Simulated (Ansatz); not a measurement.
Cost and result for the atomization energy of CH10N2Si2 (`CN[SiH2][SiH2]N`) (15 atoms, 14 bonds).

```xyz
15

C    -1.614   -1.137   -0.570
N    -1.746    0.127    0.125
Si   -0.485    0.829    1.060
Si    1.488    1.001   -0.195
N     2.100   -0.594   -0.488
H    -0.587   -1.255   -0.924
H    -2.266   -1.169   -1.448
H    -1.848   -2.008    0.058
H    -2.694    0.341    0.394
H    -0.956    2.176    1.489
H    -0.140    0.079    2.317
H     2.427    1.915    0.534
H     1.243    1.621   -1.526
H     2.874   -0.709   -1.124
H     2.204   -1.217    0.298
```

Charge 0, multiplicity 1. The structure was optimised at the PBE0-D4/def2-TZVP level. It is one conformer, not always the lowest. Program: Ansatz. All runs use 2 threads of an AMD EPYC 7R13 on a shared host and a share of an NVIDIA H100 80 GB. Times are those of one run each, without the atoms' runs, and a repeat can differ threefold. Electronic energies, without spin–orbit coupling; frozen cores. CCSD(T)/CBS adds CCSD(T) − MP2 in def2-TZVPP to the MP2 limit, and its time is that of the two runs behind it. T1 = 0.011. B3LYP takes the VWN-RPA correlation (the form of Gaussian; ORCA's B3LYP/G).

CCSD(T)/CBS is a level of theory with its own doubt, some kJ/mol a heavy atom from the limit and from the frozen cores, so smaller differences don't rank the functionals.

```csv
level,functions,wall time,atomization (kJ/mol),difference from CCSD(T)/CBS,per bond
B2PLYP/def2-TZVPP,317,11 s,4985.2,-63.1,-4.5
PBE-D4/def2-TZVPP (with forces),317,12 s,5083.2,34.9,2.5
PBE0-D4/def2-TZVPP,317,12 s,5021.2,-27.1,-1.9
r2SCAN-D4/def2-TZVPP (with forces),317,14 s,5021.7,-26.6,-1.9
B3LYP-D4/def2-TZVPP (with forces),317,15 s,5065.5,17.2,1.2
MP2/def2-QZVPP,611,16 s,4997.6,-50.7,-3.6
ωB97X-V/def2-TZVPP,317,21 s,5082.1,33.8,2.4
ωB97M-V/def2-TZVPP (with forces),317,23 s,5061.3,13.0,0.9
CCSD(T)/def2-TZVPP,317,2.6 min,4900.2,-148.1,-10.6
CCSD(T)/CBS(def2),–,2.9 min,5048.3,0.0,0.0
```

From PBE to PBE0 (25 % exact exchange), in def2-TZVPP and without D4, the atomization energy moves by −57.3 kJ/mol: exact exchange takes away binding that semilocal exchange gives to molecules. In def2-TZVPP, CCSD(T) changes the Hartree–Fock value by +1275.0 kJ/mol (the triples alone add +59.6 kJ/mol) and MP2 by +1283.8 kJ/mol; breaking electron pairs costs correlation energy, which Hartree–Fock lacks. The D4 term adds +52.4 kJ/mol with B3LYP and +28.1 kJ/mol with PBE0; it sums over pairs of atoms, weighted by their polarisabilities, and B3LYP, whose exchange is more repulsive, gets the larger term.
